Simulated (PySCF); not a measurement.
## HInO: adding exact exchange

Base calculation in PySCF with density fitting and no spin–orbit coupling, PBE/def2-TZVP (scalar-relativistic core potentials): singlet, C∞v, In–H 1.676 Å, In–O 1.839 Å; H–In–O 180.0°; wavenumbers 460 (×2), 791, 1873 cm⁻¹; dipole moment 4.39 D, gap between the highest occupied and lowest empty levels 3.68 eV, polar-tensor charge of In 0.74 e, atomisation energy (no zero-point energy) 647 kJ/mol.

What changes on going to PBE0/def2-TZVP (scalar-relativistic core potentials)?

The point group stays the same. Changes: mean bond to In -0.017 Å, smallest bond angle 0.0 degrees, highest wavenumber +79 cm⁻¹, lowest wavenumber +20 cm⁻¹, dipole moment +0.46 D, gap between the highest occupied and lowest empty levels +2.13 eV, polar-tensor charge of In +0.11 e, atomisation energy (no zero-point energy) -70 kJ/mol. The new structure has In–H 1.664 Å, In–O 1.818 Å; H–In–O 180.0°, with wavenumbers 480 (×2), 835, 1952 cm⁻¹. Exact exchange shortens and stiffens the bonds and opens the gap, the usual pattern.

The structures come from searches over a few start shapes, so lower isomers are not excluded.
